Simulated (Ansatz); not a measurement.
Two isomers of CH4BFOSi: A = `O=CB(F)[SiH3]`, B = `FC1([SiH3])BO1`.

Gas-phase electronic energies from Ansatz, PBE0-D4/def2-TZVP geometries. CBS: MP2 limit from def2 TZ/QZ plus the TZ coupled-cluster correction, frozen cores. DFT in def2-TZVPP. B3LYP here is the variant with VWN-RPA as its local correlation; programs differ in this. One conformer a species, not always the lowest.

Problem. Which is lower in electronic energy at CCSD(T)/CBS, and by how much? (An estimate is asked.)

Solution. The calculation gave: A, by 96.4 kJ/mol.

Problem. Give E(B) − E(A) in kJ/mol with B2PLYP, BLYP-D4, MP2/def2-TZVPP, B3LYP, r2SCAN-D4, CCSD(T)/def2-TZVPP, PBE-D4. (Best estimate.)

Solution. The calculation gave: B2PLYP 98.2, BLYP-D4 97.5, MP2/def2-TZVPP 90.9, B3LYP 99.3, r2SCAN-D4 82.3, CCSD(T)/def2-TZVPP 102.0, PBE-D4 83.7. None reverses the order clearly.

Problem. Does the order hold for the free energy at 298.15 K (harmonic terms from PBE0-D4)? (An estimate is asked.)

Solution. Ansatz gave: Yes: G(B) − G(A) = +103.6 kJ/mol, for one conformer each. Modes under 60 cm⁻¹, often nearly free rotors, make the harmonic entropy too high.

Largest T1 diagnostic: 0.016.

From BLYP to BHLYP (50 % exact exchange), in def2-TZVPP and without D4, E(B) − E(A) moves by +4.8 kJ/mol. At CCSD(T), def2-SVP lies +17.5 kJ/mol from the extrapolated value and def2-TZVPP +5.6 kJ/mol.
